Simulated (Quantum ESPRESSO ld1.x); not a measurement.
All-electron atom: Cs3+ in [Kr] 4d10 5s2 5p4. Method: Dirac Kohn-Sham, relativistic LDA (MacDonald-Vosko exchange, VWN5 correlation), spin-unpolarised, spherical densities, point nucleus; open shells are shared between the two j in proportion to 2j + 1; computed with ld1.x of Quantum ESPRESSO 7.5.

X-ray form factor f0, the Fourier transform of the density (f0(0) = 52):

sin(theta)/lambda (1/angstrom)  f0 (electrons)
0.05                                    51.324
0.1                                     49.456
0.15                                    46.797
0.2                                     43.801
0.25                                    40.822
0.3                                     38.053
0.4                                     33.288
0.5                                     29.351
0.6                                     26.031
0.8                                     21.063
1                                       17.890
1.25                                    15.152
1.5                                     12.808
2                                        8.867
